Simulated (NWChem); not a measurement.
The numbers come from NWChem runs, not from measurements. System: C2H4OSi, charge 0, spin multiplicity 1, at a geometry optimised with PBE0/def2-SVP. The structure started from a generated list of species. Level: G0W0@PBE0/def2-SVP, RI basis def2-svp-rifit.

Output (cleaned and shortened):

```
             Northwest Computational Chemistry Package (NWChem) 7.3.0
             --------------------------------------------------------

                                NWChem Input Module
                                -------------------

 Scaling coordinates for geometry "geometry" by  1.889725989
 (inverse scale =  0.529177249)

 Turning off AUTOSYM since
 SYMMETRY directive was detected!

                             Geometry "geometry" -> ""
                             -------------------------

 Output coordinates in angstroms (scale by  1.889725989 to convert to a.u.)

  No.       Tag          Charge          X              Y              Z
 ---- ---------------- ---------- -------------- -------------- --------------
    1 C                    6.0000    -1.21413700     0.11938400     0.00000000
    2 C                    6.0000    -0.61637600    -1.09388000     0.00000000
    3 Si                  14.0000     0.93514100    -0.10593300     0.00000000
    4 O                    8.0000    -0.29316300     1.13424300     0.00000000
    5 H                    1.0000    -2.27183400     0.41481400     0.00000000
    6 H                    1.0000    -1.06875400    -2.08159600     0.00000000
    7 H                    1.0000     1.78849500    -0.03856600    -1.21805600
    8 H                    1.0000     1.78849500    -0.03856600     1.21805600

 Effective nuclear repulsion energy (a.u.)     157.6674246974

            Nuclear Dipole moment (a.u.)
            ----------------------------
        X                 Y               Z
 ---------------- ---------------- ----------------
    -0.0000113384    -0.0000151178     0.0000000000

      Symmetry information
      --------------------

 Group name             Cs
 Group number              2
 Group order               2
 No. of unique centers     7

      Symmetry unique atoms

     1    2    3    4    5    6    7


 Summary of "ao basis" -> "" (spherical)
 ------------------------------------------------------------------------------
       Tag                 Description            Shells   Functions and Types
 ---------------- ------------------------------  ------  ---------------------
 *                          def2-svp                  on all atoms

 new library libraries.bse/

 Summary of "ri basis" -> "" (spherical)
 ------------------------------------------------------------------------------
       Tag                 Description            Shells   Functions and Types
 ---------------- ------------------------------  ------  ---------------------
 *                       def2-svp-rifit               on all atoms

                                 NWChem DFT Module
                                 -----------------

 Summary of "ao basis" -> "ao basis" (spherical)
 ------------------------------------------------------------------------------
       Tag                 Description            Shells   Functions and Types
 ---------------- ------------------------------  ------  ---------------------
 C                          def2-svp                 6       14   3s2p1d
 Si                         def2-svp                 8       18   4s3p1d
 O                          def2-svp                 6       14   3s2p1d
 H                          def2-svp                 3        5   2s1p

 Summary of "ao basis" -> "ao basis" (spherical)
 ------------------------------------------------------------------------------
       Tag                 Description            Shells   Functions and Types
 ---------------- ------------------------------  ------  ---------------------
 C                          def2-svp                 6       14   3s2p1d
 Si                         def2-svp                 8       18   4s3p1d
 O                          def2-svp                 6       14   3s2p1d
 H                          def2-svp                 3        5   2s1p

      Symmetry analysis of basis
      --------------------------

        a'         56
        a"         24

            General Information
            -------------------
          SCF calculation type: DFT
          Wavefunction type:  closed shell.
          No. of atoms     :     8
          No. of electrons :    38
[...]
    38     -0.250151  3 Si pz                52      0.242987  4 O  pz
    72      0.198605  7 H  s                 77     -0.198605  8 H  s
    55      0.174681  4 O  pz                 6      0.173392  1 C  pz
    35      0.136206  3 Si pz                41     -0.128051  3 Si pz

 Vector   18  Occ=2.000000D+00  E=-3.295442D-01  Symmetry=a'
              MO Center= -6.3D-02, -5.0D-01, -2.4D-14, r^2= 2.8D+00
   Bfn.  Coefficient  Atom+Function         Bfn.  Coefficient  Atom+Function
  ----- ------------  ---------------      ----- ------------  ---------------
    18      0.395839  2 C  px                36     -0.230252  3 Si px
    21      0.216968  2 C  px                61      0.198092  5 H  s
     4     -0.181214  1 C  px                39     -0.156974  3 Si px
    37     -0.145264  3 Si py                71     -0.145176  7 H  s
    76     -0.145176  8 H  s                 33      0.123384  3 Si px

 Vector   19  Occ=2.000000D+00  E=-2.515483D-01  Symmetry=a"
              MO Center= -6.0D-01, -1.8D-01, -1.3D-16, r^2= 2.0D+00
   Bfn.  Coefficient  Atom+Function         Bfn.  Coefficient  Atom+Function
  ----- ------------  ---------------      ----- ------------  ---------------
    20      0.404645  2 C  pz                52     -0.387416  4 O  pz
    23      0.345910  2 C  pz                55     -0.324973  4 O  pz
     6      0.260795  1 C  pz                 9      0.151464  1 C  pz
    43     -0.063836  3 Si d -1              41     -0.050372  3 Si pz
    45      0.033499  3 Si d  1              11     -0.031560  1 C  d -1

 Vector   20  Occ=0.000000D+00  E= 8.761712D-04  Symmetry=a'
              MO Center=  1.1D+00, -2.7D-01,  1.3D-14, r^2= 3.2D+00
   Bfn.  Coefficient  Atom+Function         Bfn.  Coefficient  Atom+Function
  ----- ------------  ---------------      ----- ------------  ---------------
    40      1.006100  3 Si py                17      0.848116  2 C  s
    49     -0.442468  4 O  s                 32     -0.411304  3 Si s
     3     -0.332889  1 C  s                 37      0.269139  3 Si py
     8      0.264288  1 C  py                21      0.226255  2 C  px
    72      0.178638  7 H  s                 77      0.178638  8 H  s

 Vector   21  Occ=0.000000D+00  E= 1.756101D-03  Symmetry=a"
              MO Center= -6.3D-01, -2.5D-01, -1.1D-14, r^2= 2.8D+00
   Bfn.  Coefficient  Atom+Function         Bfn.  Coefficient  Atom+Function
  ----- ------------  ---------------      ----- ------------  ---------------
     9      0.630744  1 C  pz                41     -0.517155  3 Si pz
     6      0.484668  1 C  pz                23     -0.436259  2 C  pz
    72     -0.398423  7 H  s                 77      0.398423  8 H  s
    20     -0.303068  2 C  pz                55     -0.167282  4 O  pz
    52     -0.160160  4 O  pz                38     -0.102816  3 Si pz

 Vector   22  Occ=0.000000D+00  E= 6.862728D-02  Symmetry=a'
              MO Center=  1.3D+00, -5.8D-04, -2.0D-14, r^2= 3.9D+00
   Bfn.  Coefficient  Atom+Function         Bfn.  Coefficient  Atom+Function
  ----- ------------  ---------------      ----- ------------  ---------------
    39      1.797512  3 Si px                72     -0.976693  7 H  s
    77     -0.976693  8 H  s                 17      0.950999  2 C  s
     3      0.454659  1 C  s                 31      0.434966  3 Si s
    40      0.379131  3 Si py                21      0.364331  2 C  px
    62     -0.208002  5 H  s                 67     -0.194102  6 H  s

 center of mass
 --------------
 x =  -0.00668319 y =   0.04532317 z =   0.00000000

 moments of inertia (a.u.)
 ------------------
         153.248349318914           2.068017414871           0.000000000000
           2.068017414871         228.114867513316           0.000000000000
           0.000000000000           0.000000000000         360.004394613103

     Multipole analysis of the density
     ---------------------------------

     L   x y z        total         alpha         beta         nuclear
     -   - - -        -----         -----         ----         -------
     0   0 0 0     -0.000000    -19.000000    -19.000000     38.000000

     1   1 0 0      0.066819      0.033415      0.033415     -0.000011
     1   0 1 0     -0.454687     -0.227336     -0.227336     -0.000015
     1   0 0 1     -0.000000     -0.000000     -0.000000      0.000000

     2   2 0 0    -20.160452    -75.708496    -75.708496    131.256539
     2   1 1 0     -0.028805     -0.502059     -0.502059      0.975314
     2   1 0 1      0.000000      0.000000      0.000000      0.000000
     2   0 2 0    -24.075486    -51.716206    -51.716206     79.356926
     2   0 1 1     -0.000000     -0.000000     -0.000000      0.000000
     2   0 0 2    -24.251965    -17.424229    -17.424229     10.596494

 Task  times  cpu:        3.0s     wall:        3.0s

                                NWChem Input Module
                                -------------------

                                 NWChem GW Module
                                 ----------------

                             ***********************
                             ***        GW       ***
                             ***********************

 Summary of "ri basis" -> "ri basis" (spherical)
 ------------------------------------------------------------------------------
       Tag                 Description            Shells   Functions and Types
 ---------------- ------------------------------  ------  ---------------------
 C                       def2-svp-rifit             16       48   6s5p4d1f
 Si                      def2-svp-rifit             20       62   8s5p5d2f
 O                       def2-svp-rifit             16       48   6s5p4d1f
 H                       def2-svp-rifit              6       14   3s2p1d

                 Memory Information
                 ------------------
          Available GA per process is          1700.0 MBs
          Available stack per process is        700.0 MBs
          Available heap per process is           0.0 MBs

          Peak memory in Initialization
              Peak GA per process is                  3.9 MBs
              Peak stack per process is               0.1 MBs
              Peak heap per process is                4.1 MBs
              Memory not in MA per process            0.0 MBs

          Peak memory in AFF Calculation
              Peak GA per process is                 15.8 MBs
              Peak stack per process is              10.2 MBs
              Peak heap per process is                0.0 MBs
              Memory not in MA per process           10.2 MBs

          Computing 2-center integrals
          Computing Inverse Cholesky factor
          Computing 3-center integrals
          Computing V_xc ...

          Computing Sigma_x
          Computing RPA polarizability
          Solving quasiparticle equations

                  Alpha Orbitals
          State     Energy (eV)     Error (eV)
          -----------------------------------
@GW        16        -11.567           0.004
@GW        17        -11.783           0.005
@GW        18        -10.922           0.004
@GW        19         -8.641           0.004
@GW        20          2.563           0.002
@GW        21          2.712           0.002

   Applying  -1.7959 eV scissor-shift to rest of particle states

   Applying   2.5396 eV scissor-shift to rest of hole states

     GW Timing Statistics
   ------------------------
   Init.   :          0.0s
     ERIs  :          0.2s
     Distr.:          0.0s
     Vxc   :          0.4s
   Sigma_x :          0.0s
   RPA     :          0.3s
   Wmn     :          0.0s
   Sigma_c :          0.0s
   GW total:          0.9s

 Task  times  cpu:        0.9s     wall:        0.9s

 Total times  cpu:        4.0s     wall:        4.0s
```

Problem. Write an NWChem input that would produce this output.

Solution. One answer among several that fit: 
```
start mol
memory heap 200 mb stack 700 mb global 1700 mb
geometry units angstroms nocenter noautoz
  C     -1.214137     0.119384     0.000000
  C     -0.616376    -1.093880     0.000000
  Si     0.935141    -0.105933     0.000000
  O     -0.293163     1.134243     0.000000
  H     -2.271834     0.414814     0.000000
  H     -1.068754    -2.081596     0.000000
  H      1.788495    -0.038566    -1.218056
  H      1.788495    -0.038566     1.218056
  symmetry group Cs
end
basis spherical
  * library def2-svp
end
basis "ri basis" bse spherical
  * library def2-svp-rifit
end
dft
  xc pbe0
  iterations 100
  direct
  tolerances tight
end
task dft energy
gw
  states alpha occ 4 vir 2
end
task dft gw
```
